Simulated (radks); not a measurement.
Problem. The mean radii <r> (bohr) of the occupied orbitals of an atom or ion are listed with their occupations. Method: scalar-relativistic Kohn-Sham, BLYP, spin-polarised, spherical densities, finite nucleus; Fermi nuclear charge, rms radius of each element as measured or else 0.836 A^(1/3) + 0.57 fm; computed with a radial shooting solver on a logarithmic mesh with Libxc functionals.

| orbital | occ. | <r> |
|---|---|---|
| 1s | 2 | 0.01687 |
| 2s | 2 | 0.07108 |
| 2p | 6 | 0.06418 |
| 3s | 2 | 0.1816 |
| 3p | 6 | 0.1822 |
| 3d | 10 | 0.1643 |
| 4s | 2 | 0.3664 |
| 4p | 6 | 0.3780 |

Name the element and its charge. Open shells, if any, are filled with parallel spins first.

Solution. Z = 79, gold, charge +43: Au43+ in [Kr]. The 1s radius gives Z: for a bare nucleus <r> = (2 gamma + 1)/(2Z) with gamma = sqrt(1 - (Z/c)^2), 0.01667 bohr for Z = 79, and screening makes it slightly larger (0.01687 here). The occupations add up to 36, and the charge is Z minus that.
